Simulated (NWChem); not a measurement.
System: BHCl2; SMILES ClBCl

The following NWChem deck was run.

```
start job
memory heap 200 mb stack 900 mb global 1100 mb
geometry units angstroms noautosym nocenter noautoz
  B     -0.692200    -0.006506     0.000000
  H     -1.892032    -0.020713     0.000000
  Cl     0.170393     0.003688    -1.510071
  Cl     0.170393     0.003688     1.510071
end
basis spherical
  * library pcsseg-1
end
dft
  xc kt2
  iterations 150
end
property
  shielding 3 1 2 3
end
task dft property
```

Excerpt of the output:

```
             Northwest Computational Chemistry Package (NWChem) 7.3.0
             --------------------------------------------------------

                             Geometry "geometry" -> ""
                             -------------------------

 Output coordinates in angstroms (scale by  1.889725989 to convert to a.u.)

  No.       Tag          Charge          X              Y              Z
 ---- ---------------- ---------- -------------- -------------- --------------
    1 B                    5.0000    -0.69220000    -0.00650600     0.00000000
    2 H                    1.0000    -1.89203200    -0.02071300     0.00000000
    3 Cl                  17.0000     0.17039300     0.00368800    -1.51007100
    4 Cl                  17.0000     0.17039300     0.00368800     1.51007100

 Effective nuclear repulsion energy (a.u.)     111.6087263009

                              NWChem Property Module
                              ----------------------

  itol2e modified to match energy
  convergence criterion.

                                 NWChem DFT Module
                                 -----------------

 Summary of "ao basis" -> "ao basis" (spherical)
 ------------------------------------------------------------------------------
       Tag                 Description            Shells   Functions and Types
 ---------------- ------------------------------  ------  ---------------------
 B                          pcsseg-1                 7       17   3s3p1d
 H                          pcsseg-1                 3        5   2s1p
 Cl                         pcsseg-1                10       24   4s5p1d

  itol2e modified to match energy
  convergence criterion.

            General Information
            -------------------
          SCF calculation type: DFT
          Wavefunction type:  closed shell.
          No. of atoms     :     4
          No. of electrons :    40
           Alpha electrons :    20
            Beta electrons :    20
          Charge           :     0
          Spin multiplicity:     1
          Use of symmetry is: off; symmetry adaption is: off
          Maximum number of iterations: 150
          AO basis - number of functions:    70
                     number of shells:    30
          Convergence on energy requested:  1.00D-07
          Convergence on density requested:  1.00D-05
          Convergence on gradient requested:  5.00D-04

              XC Information
              --------------
                          KT2 Method XC Functional
                        Slater Exchange Functional  1.072 local
                           KT1 gradient correction  1.000 non-local
            Perdew 1991 LDA Correlation Functional  0.577 local

[...]

          -----------------------------------------
          Chemical Shielding Tensors (GIAO, in ppm)
          -----------------------------------------

                                NWChem CPHF Module
                                ------------------

  scftype          =     RHF
  nclosed          =       20
  nopen            =        0
  variables        =     1000
  # of vectors     =        3
  tolerance        = 0.10D-03
  level shift      = 0.00D+00
  max iterations   =       50
  max subspace     =       30

 SCF residual:    1.1628886701638459E-004

Iterative solution of linear equations
  No. of variables     1000
  No. of equations        3
  Maximum subspace       30
        Iterations       50
       Convergence  1.0D-04

   iter   nsub   residual    time
   ----  ------  --------  ---------
     1      3    1.12D-04       7.5
     2      6    4.47D-09       8.4

      Atom:    1  B
        Diamagnetic
    194.6114      0.1327     -0.0000
      0.1327    183.3827     -0.0000
     -0.0000     -0.0000    211.0460

        Paramagnetic
   -172.6235     -0.9624      0.0000
     -0.9624    -91.2890      0.0000
      0.0000      0.0000   -190.6558

        Total Shielding Tensor
     21.9879     -0.8296      0.0000
     -0.8296     92.0937      0.0000
      0.0000      0.0000     20.3902

           isotropic =      44.8239
          anisotropy =      70.9194

          Principal Components and Axis System
                 1           2           3
               92.1035     21.9781     20.3902

      1        -0.0118      0.9999     -0.0000
      2         0.9999      0.0118     -0.0000
      3         0.0000      0.0000      1.0000

      Atom:    2  H
        Diamagnetic
     37.8392      0.2022     -0.0000
      0.2022     20.7593     -0.0000
     -0.0000     -0.0000     24.9516

        Paramagnetic
    -11.0368     -0.1460      0.0000
     -0.1460      1.2952      0.0000
      0.0000      0.0000      0.6144

        Total Shielding Tensor
     26.8024      0.0562      0.0000
      0.0562     22.0545      0.0000
      0.0000      0.0000     25.5660

           isotropic =      24.8076
          anisotropy =       2.9931

          Principal Components and Axis System
                 1           2           3
               26.8031     25.5660     22.0538

      1         0.9999     -0.0000     -0.0118
      2         0.0118      0.0000      0.9999
      3         0.0000      1.0000     -0.0000

      Atom:    3  Cl
        Diamagnetic
   1147.7957      0.0022     -2.0812
      0.0022   1147.6062     -0.0246
     -2.0812     -0.0246   1154.8518

        Paramagnetic
   -716.9624     -5.5179   -191.8020
     -5.5179   -250.6675     -2.2677
   -191.8020     -2.2677   -634.4246

        Total Shielding Tensor
    430.8333     -5.5157   -193.8832
     -5.5157    896.9387     -2.2923
   -193.8832     -2.2923    520.4271

           isotropic =     616.0664
          anisotropy =     421.4064

          Principal Components and Axis System
                 1           2           3
              897.0040    674.6092    276.5860

      1        -0.0118     -0.6223      0.7827
      2         0.9999     -0.0074      0.0093
      3         0.0000      0.7827      0.6224
```

Level: KT2/pcSseg-1, GIAO. Coordinates come from a PBE0/def2-SVP optimisation. The printed shielding anisotropy is the first printed principal value minus the mean of the other two.
